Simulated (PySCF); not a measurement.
**Removing an electron from `ClC[Si@@H]1CCC[SiH2]1`**

Compound: C4H11ClSi2.
Cartesian coordinates in Å at the PBE0-D3(BJ)/def2-SVP level; atoms count from 1:
```
atom  x, y, z in Å
Cl1    1.837   -1.756   -1.436
C2     2.528   -0.514   -0.338
Si3    1.103    0.509    0.396
C4    -0.160   -0.619    1.268
C5    -1.588   -0.186    0.898
C6    -1.758    0.000   -0.618
Si7   -0.430    1.226   -1.221
H8     3.113   -1.038    0.432
H9     3.218    0.103   -0.931
H10    1.688    1.551    1.301
H11   -0.015   -0.652    2.359
H12    0.025   -1.639    0.887
H13   -1.828    0.763    1.411
H14   -2.317   -0.923    1.276
H15   -1.584   -0.960   -1.134
H16   -2.778    0.325   -0.875
H17   -0.045    1.056   -2.654
H18   -0.876    2.641   -1.011
```

Level: wB97X-D/def2-SVPD (PySCF). Frontier orbitals with their largest atomic shares (Löwdin; up to four atoms above 4 %):

| orbital | ε (eV) | main atoms |
| --- | --- | --- |
| HOMO−3 | -10.53 | Si7 23 %, C6 20 %, C5 14 %, H18 7 % |
| HOMO−2 | -10.47 | Cl1 68 %, C2 11 % |
| HOMO−1 | -9.96 | Cl1 52 %, C2 21 %, Si3 12 % |
| HOMO | -9.19 | ? |
| LUMO | 1.50 | Cl1 22 %, Si3 18 %, Si7 14 %, C2 10 % |
| LUMO+1 | 1.99 | Si3 20 %, Si7 17 %, Cl1 15 %, C2 7 % |
| LUMO+2 | 2.22 | Cl1 21 %, Si3 15 %, Si7 14 %, C2 11 % |

Question: What vertical ionisation energy does ΔSCF give, and how far is −ε(HOMO) from it?

Answer: ΔSCF: 9.26 eV (893 kJ/mol; threshold wavelength 134 nm); ⟨S²⟩ of the doublet left behind is 0.755, against 0.75 for a pure doublet. −ε(HOMO) is 9.19 eV, 0.07 eV below it. For the exact functional −ε(HOMO) would equal the first vertical ionisation energy; wB97X-D (range-separated hybrid) comes within 0.07 eV of that here. Holes in the HOMO−1 and HOMO−2 were tried too where these lie within 1.2 eV of the HOMO; the lowest converged state counts.

Question: On which atoms does the HOMO lie?

Answer: Si7 (SiH2 silicon) 28 %, Si3 (SiH silicon) 26 %, C4 (sp3 carbon bound to silicon) 11 %, C6 (sp3 carbon bound to silicon) 11 %, so no atom holds as much as 40 %. The HOMO−1 lies 0.77 eV lower.

Question: Shift the occupied levels rigidly so that −ε(HOMO) equals the ΔSCF value. What binding energies result?

Answer: The shift is +0.07 eV: HOMO 9.26, HOMO−1 10.03, HOMO−2 10.54, HOMO−3 10.60 eV. A rigid shift is only a rough guide to the deeper ionisations.

Question: What kinetic energy would electrons from this vertical process carry with He I light (21.218 eV)?

Answer: 21.22 − 9.26 = 11.96 eV.

Question: How many of the 10 lowest singlet excitations (vertical TDDFT, same level) lie below the ionisation energy?

Answer: All 10; they run from 6.36 to 7.85 eV.

Geometry: PBE0-D3(BJ)/def2-SVP, one conformer, isolated molecule.
